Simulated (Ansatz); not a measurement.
Consider the homolysis of the S–Si bond: `C[Si](F)(S)Br` → `[SH]`• + `C[Si](F)Br`•.

Computed with Ansatz on PBE0-D4/def2-TZVP structures; ΔE is electronic, products minus reactants. CCSD(T)/CBS is the MP2 limit (def2-TZVPP, def2-QZVPP) plus CCSD(T) − MP2 in def2-TZVPP, frozen cores. This one scheme is used for every species. DFT in def2-TZVPP. HSE06 is defined as in plane-wave codes. No spin–orbit coupling; open shells (•) take unrestricted orbitals. For Br outer-core shells are correlated without core-valence functions, which leaves a few kJ/mol of doubt a bond. Scalar relativity is left out up to krypton. Each species was taken in one conformer, which may not be the lowest.

| level | ΔE (eV) | difference from CCSD(T)/CBS |
| --- | --- | --- |
| BHLYP-D4 | 3.92 | -0.27 |
| CAM-B3LYP-D4 | 3.95 | -0.24 |
| ωB97X-V | 4.15 | -0.04 |
| B2PLYP | 3.93 | -0.26 |
| BLYP | 3.61 | -0.58 |
| r2SCAN | 3.94 | -0.25 |
| PBE0 | 3.96 | -0.23 |
| r2SCAN0 | 3.92 | -0.27 |
| HSE06 | 3.96 | -0.23 |
| CAM-B3LYP | 3.86 | -0.33 |
| HF/def2-SVP | 2.90 | -1.29 |
| MP2/def2-SVP | 3.93 | -0.26 |
| CCSD(T)/def2-SVP | 3.79 | -0.40 |
| HF/def2-TZVPP | 2.93 | -1.26 |
| CCSD/def2-TZVPP | 3.93 | -0.26 |
| HF/CBS(def2) | 2.91 | -1.28 |
| CCSD(T)/CBS | 4.19 | 0 |

Largest T1 diagnostic among the species: 0.011.

From BLYP to BHLYP (50 % exact exchange), in def2-TZVPP and without D4, ΔE moves by +0.15 eV. In def2-TZVPP, CCSD(T) changes the Hartree–Fock value by +1.11 eV (the triples alone add +0.11 eV) and MP2 by +1.30 eV; breaking electron pairs costs correlation energy, which Hartree–Fock lacks. The D4 term adds +0.17 eV with B3LYP and +0.09 eV with PBE0; it sums over pairs of atoms, weighted by their polarisabilities, and B3LYP, whose exchange is more repulsive, gets the larger term.

CCSD(T)/CBS has its own doubt, a few kJ/mol and more with outer-core shells, so smaller differences from it don't rank the levels.

B3LYP here is the variant with VWN-RPA as its local correlation; programs differ in this.
